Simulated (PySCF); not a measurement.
## Gas-phase thermal properties of ZrCl4

Energies from PySCF (xtb for GFN2), thermal terms from the rigid-rotor harmonic-oscillator model, ideal gas at 1 bar. All species are closed-shell singlets. Zr: scalar-relativistic def2 core potential, no spin-orbit coupling. The harmonic model lacks anharmonicity and excited electronic states, which grow with temperature; levels with a mode under 35 cm⁻¹ are left out. Soft modes under 120 cm⁻¹ make the harmonic entropy rough for ZrCl4.

```tsv
level	point group	σ	ZPE (kJ/mol)	S°298 (J/mol/K)	Cp298 (J/mol/K)	S°1000 (J/mol/K)	H1000 − H298 (kJ/mol)
GFN2-xTB	Td	12	11.5	381.9	99.6	508.5	73.9
PBE/def2-SVP	Td	12	12.6	371.6	98.5	497.7	73.7
PBE0/def2-TZVP	Td	12	13.1	368.7	98.0	494.5	73.5
```
σ: rotational symmetry number. Electronic degeneracy used: 1. Frequencies are unscaled.
